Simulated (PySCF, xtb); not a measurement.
F₃Ge, SMILES [F][Ge]([F])[F] (connectivity only; charge and spin as stated), charge +1, multiplicity 1.

GFN2-xTB run with xtb 6.7.1 at its own geometry gives an orbital gap of 4.07 eV.

Geometry: PBE0-D3(BJ)/def2-SVP. The multiplicity is an assumed one; other spin states were not compared. The isomer is the one that the SMILES or the coordinates give; other isomers of the formula were not compared.

What does PySCF with PBE0/def2-TZVPD give? (The exact figures need the calculation; the answer reports its results.)

gap 9.01 eV (levels -19.96 and -10.95 eV).
